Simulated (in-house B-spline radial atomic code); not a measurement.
## How G0W0 and RPA depend on the start: Te⁴⁺

Configuration [Kr] 4d10 5s2. Computed with a B-spline radial code for spherical atoms: all electrons, non-relativistic, point nucleus, each spin shell either full or empty, empty states to l = 9 with an (l + 1/2)⁻⁴ tail; G0W0 by contour deformation at full frequency.

Without relativity these are model numbers: it shifts the levels of so heavy an element strongly and can reorder them.

| start | mean-field 5s (eV) | G0W0 (eV) | QP weight | RPA correlation (Eh) |
| --- | --- | --- | --- | --- |
| Hartree-Fock | -54.49 | -56.58 | 0.972 | -3.494 |
| LDA VWN5 | -51.86 | -57.00 | 0.952 | -3.7972 |
| PBE | -51.34 | -56.93 | 0.953 | -3.7912 |
| PBE0 | -52.37 | -56.83 | 0.959 | -3.7084 |
| r2SCAN | -51.42 | -56.92 | 0.956 | -3.7393 |
| HSE06 | -52.07 | -56.86 | 0.957 | -3.7159 |
| B3LYP (VWN-RPA) | -52.45 | -56.89 | 0.958 | -3.726 |
| SCAN | -51.64 | -56.93 | 0.956 | -3.7379 |
| TPSS | -51.12 | -56.93 | 0.953 | -3.7767 |
| BHandHLYP | -53.49 | -56.77 | 0.964 | -3.6328 |
| CAM-B3LYP | -54.09 | -56.81 | 0.964 | -3.6905 |
| LC-wPBE | -55.28 | -56.71 | 0.969 | -3.6908 |
| wB97X | -55.05 | ? | ? | ? |
| PBEsol | -51.41 | ? | ? | ? |
| BLYP | -51.45 | -56.97 | 0.952 | -3.7926 |
| r2SCAN0 | -52.50 | -56.82 | 0.961 | -3.6738 |
| LDA exchange-only | -50.44 | -57.03 | 0.953 | -3.7961 |

(1) What G0W0 level, weight and RPA correlation energy follow from the wB97X start?

(2) What G0W0 level, weight and RPA correlation energy follow from the PBEsol start?

(3) How much of the dependence on the start does G0W0 remove?

Results:

(1) G0W0 level -56.73 eV, weight 0.968, RPA correlation -3.6742 hartree.

(2) G0W0 level -56.95 eV, weight 0.953, RPA correlation -3.7936 hartree.

(3) The mean-field levels span 4.84 eV and the G0W0 levels 0.445 eV. Against 59.3 ± 0.9 eV (NIST, measured) the G0W0 removal energies are off by -2.72 to -2.27 eV, with relativity, Breit and QED terms left out.
